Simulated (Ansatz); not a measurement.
Os₆⁻, relaxed as a doublet with UKS PBE-D4/def2-SVPD in Ansatz, starting from the GFN1-xTB geometry. Force threshold 0.02 eV/Å.

In the def2 sets Os takes a core potential; there is no spin–orbit coupling. The charge -1 doublet is spin-contaminated (final ⟨S²⟩ up to 2.51, 0.75 for a pure state). The relaxation made no stability test and no search for a lower SCF solution. No other spin state of charge -1 was run. The structure comes from a short search, and lower isomers may exist.

Start:

```tsv
atom	x (Å)	y (Å)	z (Å)
Os1	-0.6100	-0.9206	-1.4715
Os2	-1.0276	-1.8438	0.7304
Os3	1.0050	1.6333	1.1451
Os4	0.6426	1.2224	-1.2154
Os5	1.0733	-0.6689	0.3489
Os6	-1.0832	0.5775	0.4624
```

```json
{"step": "1", "energy (eV)": "-14816.2165", "largest force component (eV/Å)": "1.396", "SCF passes": "162"}
{"step": "2", "energy (eV)": "-14816.2813", "largest force component (eV/Å)": "0.853", "SCF passes": "71"}
{"step": "3", "energy (eV)": "-14816.3158", "largest force component (eV/Å)": "0.088", "SCF passes": "61"}
{"step": "4", "energy (eV)": "-14816.3163", "largest force component (eV/Å)": "0.012", "SCF passes": "53"}
```

Force components are those of the run's own axes.

End:

```csv
atom,x (Å),y (Å),z (Å)
Os1,-0.601,-0.902,-1.510
Os2,-1.025,-1.841,0.746
Os3,1.002,1.627,1.160
Os4,0.635,1.213,-1.257
Os5,1.094,-0.684,0.373
Os6,-1.105,0.587,0.489
```

By distances, no bond broke or formed. The bond that changes most is Os3–Os4, from 2.42 to 2.48 Å (atoms count from 1).

No frequencies were taken in this run, so the end may be a saddle point.

It took 66 s on 4 threads of Arm Neoverse V2 on a shared host.
